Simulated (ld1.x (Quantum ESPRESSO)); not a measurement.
Ne (Z = 10): one change to a PAW potential, before and after

neon (Ne), PAW, made with ld1.x (Quantum ESPRESSO) 7.5 (PBE, non-relativistic). Core [He], reference 2s2 2p6. Waves: 2s (bound): rcut 0.45, rcutus 0.60 bohr; 2s channel at -2.25 Ry: rcut 0.45, rcutus 0.60 bohr; 2p (bound): rcut 0.75, rcutus 0.80 bohr; 2p channel at 0.8 Ry: rcut 0.75, rcutus 0.80 bohr. Local part: all-electron potential smoothed inside 0.55 bohr (lloc = -1). Core correction: Bessel-smoothed model core inside 0.55 bohr. Augmentation charge: PSQ, inside the norm-conserving radii.

Change: waves 2s (bound): rcut 0.45, rcutus 0.56 bohr; 2s channel at -2.25 Ry: rcut 0.45, rcutus 0.56 bohr.

Cutoffs: the cutoffs (Ry, on a coarse ladder) from which the occupation-weighted sum of valence levels, in a spherical-Bessel basis at the reference potential, stays within 10 and 1 mRy of its value at 400 Ry; they do not see the model core or the augmentation charge, which bear on the density cutoff. Errors are all-electron minus pseudo energies relative to the spin-unpolarised reference configuration.

Task: What does the change do?

Result: The potential gets neither clearly harder nor softer (120 Ry and 230 Ry → 120 Ry and 230 Ry); the errors of the 6 common tests hardly move; neither file shows a bound ghost.

| quantity | base | changed |
| --- | --- | --- |
| cutoff, loose | 120 Ry | 120 Ry |
| cutoff, tight | 230 Ry | 230 Ry |
| loose cutoff by channel (10 mRy a level) | s 80 Ry, p 100 Ry | s 100 Ry, p 100 Ry |
| bound ghosts | none | none |
| error for 2s2 2p5, meV [ΔE 22.49 eV] | -0.1 | -0.1 |
| error for 2s2 2p4, meV [ΔE 65.77 eV] | -2.2 | -2.2 |
| error for 2s2 2p3, meV [ΔE 133.21 eV] | -11 | -11 |
| error for 2s2 2p2, meV [ΔE 227.83 eV] | -30 | -31 |
| error for 2s1 2p6, meV [ΔE 45.75 eV] | -0.4 | -0.4 |
| error for 2s2 2p5.5, meV [ΔE 8.88 eV] | 0.0 | 0.0 |
| s: phases at 0.90 bohr within 0.05 rad from the reference energy up to (Ry; the scan ends near 5) | to the end of the scan | to the end of the scan |
| p: phases at 0.90 bohr within 0.05 rad from the reference energy up to (Ry; the scan ends near 5) | to the end of the scan | to the end of the scan |
| lowest overlap eigenvalue by channel | s 0.54, p 0.96 | s 0.57, p 0.96 |
